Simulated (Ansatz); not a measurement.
Consider the substitution at a C–O bond: `N=C(N)O[SiH3]` + `[SiH3][SeH]` → `N=C(N)[Se][SiH3]` + `O[SiH3]`.

Isolated molecules relaxed with PBE0-D4/def2-TZVP in Ansatz; ΔE leaves out vibrations. CBS: MP2 limit from def2 TZ/QZ plus the TZ coupled-cluster correction, frozen cores. DFT in def2-TZVPP. For Se outer-core shells are correlated without core-valence functions, which leaves a few kJ/mol of doubt a bond. Scalar relativity is left out up to krypton. One conformer a species, not always the lowest.

```csv
level,ΔE (kJ/mol),difference from CCSD(T)/CBS
PBE-D4,-4.2,-3.2
r2SCAN-D4,3.5,4.5
ωB97M-V,8.4,9.4
B2PLYP,2.8,3.8
PBE,-1.2,-0.2
r2SCAN,4.1,5.1
PBE0,7.2,8.2
MP2/def2-TZVPP,-8.6,-7.6
CCSD/def2-TZVPP,7.7,8.7
CCSD(T)/def2-TZVPP,1.9,2.9
HF/def2-QZVPP,33.4,34.4
MP2/def2-QZVPP,-10.0,-9.0
SCS-MP2/def2-QZVPP,-4.0,-3.0
HF/CBS(def2),33.5,34.5
MP2/CBS(def2),-11.4,-10.4
CCSD/CBS(def2),4.8,5.8
CCSD(T)/CBS,-1.0,0
```

Largest T1 diagnostic among the species: 0.013.

From PBE to PBE0 (25 % exact exchange), in def2-TZVPP and without D4, ΔE moves by +8.4 kJ/mol. In def2-TZVPP, CCSD(T) changes the Hartree–Fock value by −31.0 kJ/mol (the triples alone add −5.8 kJ/mol) and MP2 by −41.5 kJ/mol. The D4 term adds −5.1 kJ/mol with B3LYP and −2.7 kJ/mol with PBE0; it sums over pairs of atoms, weighted by their polarisabilities, and B3LYP, whose exchange is more repulsive, gets the larger term.

B3LYP here is the variant with VWN-RPA as its local correlation; programs differ in this.
